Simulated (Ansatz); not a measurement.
Reaction R1 → P1 + P2, each structure at its B3LYP-D3(BJ)/def2-TZVP stationary point, reached from a drawn start (curvature not checked).
R1, C2H6 (SMILES CC) (charge 0, multiplicity 1):
```xyz
8

C     -0.756     0.105    -0.013
C      0.756    -0.105     0.013
H     -1.236    -0.556    -0.737
H     -1.009     1.132    -0.287
H     -1.202    -0.095     0.963
H      1.009    -1.132     0.287
H      1.236     0.556     0.737
H      1.202     0.095    -0.963
```
P1, C2H5 (SMILES [CH2]C) (charge 0, multiplicity 2):
| atom | x (Å) | y (Å) | z (Å) |
|---|---|---|---|
| C | -0.6131 | 0.0935 | 0.0083 |
| C | 0.8525 | -0.1212 | -0.0665 |
| H | -1.1619 | -0.6326 | -0.5962 |
| H | -0.8946 | 1.0963 | -0.3215 |
| H | -0.9905 | -0.0117 | 1.0373 |
| H | 1.2642 | -1.1151 | -0.1742 |
| H | 1.5434 | 0.6908 | 0.1127 |
P2: H atom, charge 0, multiplicity 2.

```json
[
 {"level": "HF/cc-pVDZ", "reaction energy (kcal/mol)": "82.65", "minus CCSD(T)/CBS(cc-pVTZ, cc-pVQZ)": "-26.41", "cost": "-"},
 {"level": "HF/cc-pVTZ", "reaction energy (kcal/mol)": "82.92", "minus CCSD(T)/CBS(cc-pVTZ, cc-pVQZ)": "-26.15", "cost": "-"},
 {"level": "SVWN5/def2-TZVPP", "reaction energy (kcal/mol)": "116.80", "minus CCSD(T)/CBS(cc-pVTZ, cc-pVQZ)": "7.73", "cost": "×0.7"},
 {"level": "BLYP/def2-TZVPP", "reaction energy (kcal/mol)": "104.95", "minus CCSD(T)/CBS(cc-pVTZ, cc-pVQZ)": "-4.11", "cost": "×1"},
 {"level": "BHLYP/def2-TZVPP", "reaction energy (kcal/mol)": "105.28", "minus CCSD(T)/CBS(cc-pVTZ, cc-pVQZ)": "-3.78", "cost": "×1"},
 {"level": "CAM-B3LYP/def2-TZVPP", "reaction energy (kcal/mol)": "107.00", "minus CCSD(T)/CBS(cc-pVTZ, cc-pVQZ)": "-2.07", "cost": "×1"},
 {"level": "MP2/cc-pVTZ", "reaction energy (kcal/mol)": "107.63", "minus CCSD(T)/CBS(cc-pVTZ, cc-pVQZ)": "-1.44", "cost": "-"},
 {"level": "MP2/cc-pVQZ", "reaction energy (kcal/mol)": "108.45", "minus CCSD(T)/CBS(cc-pVTZ, cc-pVQZ)": "-0.62", "cost": "-"},
 {"level": "MP2/CBS(cc-pVTZ, cc-pVQZ)", "reaction energy (kcal/mol)": "109.09", "minus CCSD(T)/CBS(cc-pVTZ, cc-pVQZ)": "0.03", "cost": "-"},
 {"level": "SCS-MP2/cc-pVTZ", "reaction energy (kcal/mol)": "109.39", "minus CCSD(T)/CBS(cc-pVTZ, cc-pVQZ)": "0.33", "cost": "-"},
 {"level": "CCSD/cc-pVTZ", "reaction energy (kcal/mol)": "107.14", "minus CCSD(T)/CBS(cc-pVTZ, cc-pVQZ)": "-1.92", "cost": "-"},
 {"level": "CCSD/cc-pVQZ", "reaction energy (kcal/mol)": "107.68", "minus CCSD(T)/CBS(cc-pVTZ, cc-pVQZ)": "-1.39", "cost": "-"},
 {"level": "CCSD(T)/cc-pVDZ", "reaction energy (kcal/mol)": "105.04", "minus CCSD(T)/CBS(cc-pVTZ, cc-pVQZ)": "-4.03", "cost": "×1"},
 {"level": "CCSD(T)/CBS(cc-pVTZ, cc-pVQZ)", "reaction energy (kcal/mol)": "109.06", "minus CCSD(T)/CBS(cc-pVTZ, cc-pVQZ)": "0.00", "cost": "×600*"}
]
```

 The comparison column counts from a level with limits of its own.

P less R. No zero-point or thermal terms; singlets are restricted closed shells; open shells are unrestricted.

Frozen-core correlation throughout. CBS(a, b) extrapolates the correlation energy as X⁻³ and adds the Hartree–Fock energy of set b.

The values were computed with Ansatz (Gaussian basis) for Hartree–Fock, density functionals and correlated methods. Each number belongs to the level named beside it.

Costs are rough ratios of core time to PBE/def2-TZVPP (about 5 s over the structures, on one shared machine); a dash marks a level with no comparable run of its own. A star marks coupled-cluster runs past 200 virtual orbitals, where the program's memory plan changes under this machine's limit, so their costs aren't comparable with smaller runs.

Ansatz is an electronic-structure program.
